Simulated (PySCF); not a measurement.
CH₇BrGe₂.
Cartesian coordinates in Å at the PBE0-D3(BJ)/def2-SVP level; atoms count from 1:
```
atom  x, y, z in Å
C1    -1.585   -0.911   -0.011
Ge2   -0.464    0.679    0.088
Ge3    1.908    0.191    0.153
Br4   -0.806    1.871   -1.884
H5    -1.469   -1.508    0.906
H6    -1.292   -1.520   -0.877
H7    -2.639   -0.619   -0.119
H8    -0.925    1.623    1.215
H9     2.280   -0.500    1.480
H10    2.247   -0.755   -1.011
H11    2.721    1.486    0.013
```

Theory: PySCF, TDDFT CAM-B3LYP/def2-SVPD, vertical, gas phase, core orbitals frozen in the response. Relativistic effects, spin–orbit coupling among them, are left out although an element past zinc is present.

Transition dipole moments from the ground state, in atomic units and in the frame of the coordinates above (overall signs are arbitrary), for the states with f of 0.002 or more among the lowest 6:

| state | E (hartree) | μx | μy | μz |
| --- | --- | --- | --- | --- |
| S1 | 0.2157 | -0.532 | 0.225 | -0.183 |
| S2 | 0.2259 | 0.061 | 0.214 | 0.178 |
| S3 | 0.2559 | -0.109 | 0.296 | 0.070 |
| S4 | 0.2584 | 0.905 | -0.007 | -0.107 |
| S5 | 0.2663 | 0.374 | 0.115 | 0.158 |
| S6 | 0.2673 | -0.972 | 0.314 | -0.380 |

(1) What oscillator strength does each state have?

(2) Which bond between heavy atoms lies closest to the direction of the S6 transition dipole?

(3) What angle do the transition dipoles of S2 and S5 make?

(4) What peak molar absorption coefficient would the strongest computed level give as a lone Gaussian band 0.3 eV wide at half height?

## Answers

(1) f = (2/3) ΔE |μ|² with ΔE in hartree (27.2114 eV).

```
state  |μ|² (au)  |μ| (D)      f
   S1      0.367     1.54  0.053
   S2      0.081     0.73  0.012
   S3      0.105     0.82  0.018
   S4      0.831     2.32  0.143
   S5      0.178     1.07  0.032
   S6      1.188     2.77  0.212
```

(2) Ge2–Ge3, at 20° from it; next Ge2–Br4 at 55°.

(3) |cos θ| = |μa·μb| / (|μa| |μb|) = 0.63, so θ ≈ 51° (taken between 0 and 90°, since the signs are arbitrary).

(4) ε(max) = 2.175×10⁸ f / FWHM, with the width in cm⁻¹. S6: 2.175×10⁸ × 0.2116 / 2420 ≈ 19000 L mol⁻¹ cm⁻¹.

Cost: about 90 s of CPU time on one thread; the machine was shared, so the figure is rough.
